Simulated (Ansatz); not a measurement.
Cost and result for the atomization energy of CH4AlFOSi (9 atoms, 9 bonds).

```xyz
9

F     0.669    1.227    2.778
Al    0.370    0.491    1.346
C    -0.515    0.808   -0.365
Si    0.128   -0.944   -0.661
O     0.845   -1.084    0.845
H    -1.600    0.924   -0.342
H    -0.092    1.589   -0.999
H    -0.937   -1.962   -0.851
H     1.132   -1.050   -1.751
```

Total charge 0; spin multiplicity 1. The structure was optimised at the PBE0-D4/def2-TZVP level. Program: Ansatz. All runs use 4 threads of an Intel Xeon 6975P-C on a shared host. Times are those of one run each, without the atoms' runs, and a repeat can differ threefold. Electronic energies, without spin–orbit coupling; frozen cores. CCSD(T)/CBS adds CCSD(T) − MP2 in def2-TZVPP to the MP2 limit, and its time is that of the two runs behind it. T1 = 0.013. B3LYP takes the VWN-RPA correlation (the form of Gaussian; ORCA's B3LYP/G).

CCSD(T)/CBS is a level of theory with its own doubt, some kJ/mol a heavy atom from the limit and from the frozen cores, so smaller differences don't rank the functionals.

```json
{"level": "ωB97X-V/def2-TZVPP", "functions": "233", "atomization (kJ/mol)": "3523.3", "difference from CCSD(T)/CBS": "-4.3", "per bond": "-0.5"}
{"level": "B3LYP-D4/def2-TZVPP (with forces)", "functions": "233", "atomization (kJ/mol)": "3482.9", "difference from CCSD(T)/CBS": "-44.7", "per bond": "-5.0"}
{"level": "CCSD(T)/def2-TZVPP", "functions": "233", "atomization (kJ/mol)": "3426.7", "difference from CCSD(T)/CBS": "-100.9", "per bond": "-11.2"}
{"level": "r2SCAN-D4/def2-TZVPP (with forces)", "functions": "233", "atomization (kJ/mol)": "3528.7", "difference from CCSD(T)/CBS": "1.1", "per bond": "0.1"}
{"level": "ωB97M-V/def2-TZVPP (with forces)", "functions": "233", "atomization (kJ/mol)": "3520.9", "difference from CCSD(T)/CBS": "-6.7", "per bond": "-0.7"}
{"level": "B2PLYP/def2-TZVPP", "functions": "233", "atomization (kJ/mol)": "3471.7", "difference from CCSD(T)/CBS": "-55.9", "per bond": "-6.2"}
{"level": "PBE-D4/def2-TZVPP (with forces)", "functions": "233", "atomization (kJ/mol)": "3537.0", "difference from CCSD(T)/CBS": "9.4", "per bond": "1.0"}
{"level": "MP2/def2-QZVPP", "functions": "431", "atomization (kJ/mol)": "3587.1", "difference from CCSD(T)/CBS": "59.5", "per bond": "6.6"}
{"level": "PBE0-D4/def2-TZVPP", "functions": "233", "atomization (kJ/mol)": "3477.4", "difference from CCSD(T)/CBS": "-50.2", "per bond": "-5.6"}
{"level": "CCSD(T)/CBS(def2)", "functions": "–", "atomization (kJ/mol)": "3527.6", "difference from CCSD(T)/CBS": "0.0", "per bond": "0.0"}
```

(1) Order the runs by time, with rough figures. (An estimate is asked.)

## Answers

(1) The calculation gave: PBE-D4/def2-TZVPP (with forces) 1.2 s; PBE0-D4/def2-TZVPP 1.4 s; r2SCAN-D4/def2-TZVPP (with forces) 1.9 s; B3LYP-D4/def2-TZVPP (with forces) 3 s; ωB97X-V/def2-TZVPP 3.2 s; B2PLYP/def2-TZVPP 3.2 s; ωB97M-V/def2-TZVPP (with forces) 5.5 s; MP2/def2-QZVPP 9 s; CCSD(T)/def2-TZVPP 22 s; CCSD(T)/CBS(def2) 31 s.

From PBE to PBE0 (25 % exact exchange), in def2-TZVPP and without D4, the atomization energy moves by −56.6 kJ/mol: exact exchange takes away binding that semilocal exchange gives to molecules. In def2-TZVPP, CCSD(T) changes the Hartree–Fock value by +824.8 kJ/mol (the triples alone add +52.8 kJ/mol) and MP2 by +923.8 kJ/mol; breaking electron pairs costs correlation energy, which Hartree–Fock lacks. The D4 term adds +31.6 kJ/mol with B3LYP and +16.3 kJ/mol with PBE0; it sums over pairs of atoms, weighted by their polarisabilities, and B3LYP, whose exchange is more repulsive, gets the larger term.
